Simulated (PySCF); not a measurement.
Polarisability and C₆ of Sb⁻ (antimony, charge -1)

[Kr] 4d10 5s2 5p4, high-spin 3P determinant. All numbers are calculated (PySCF 2.14, scalar relativity by spin-free X2C-1e, in x2c-TZVPPall with one added diffuse shell each of s, p, d, f type (9s7p5d3f, 76 functions)). Coupled (time-dependent) response in atomic units; α is the mean over directions.

| method | mean α (bohr³) | α xx, yy, zz | C₆ (like pair) | S(−4) |
| --- | --- | --- | --- | --- |
| UHF | 106.6 | 94.31, 131.1, 94.31 | 1745 | 3292 |
| wB97X-V | 109.7 | 98.51, 132.1, 98.51 | 1800 | 3506 |

S(−4) is the Cauchy moment in α(ω) = α(0) + S(−4) ω² + …

Spin-orbit coupling is absent.

α(iu) at wB97X-V:

| u (hartree) | α(iu) (bohr³) |
| --- | --- |
| 0 | 109.7 |
| 0.0500 | 101.7 |
| 0.100 | 84.50 |
| 0.200 | 53.16 |
| 0.300 | 34.81 |
| 0.500 | 18.16 |
| 0.750 | 10.24 |
| 1.00 | 6.740 |
| 1.50 | 3.763 |
| 2.00 | 2.510 |
| 3.00 | 1.415 |
| 5.00 | 0.6550 |

A single London oscillator, α(iu) = α/(1 + u²/ω²), gives C₆ = (3/4) ω α². Matching the computed C₆ needs ω = 4 × 1800 / (3 × 109.7²) = 0.199 hartree.

For an ion, C₆ is the dispersion term alone; charge-induced terms of lower order in 1/R come first.

The components differ because the open shell of this determinant is not spherical; for a pure term their mean is the scalar polarisability.
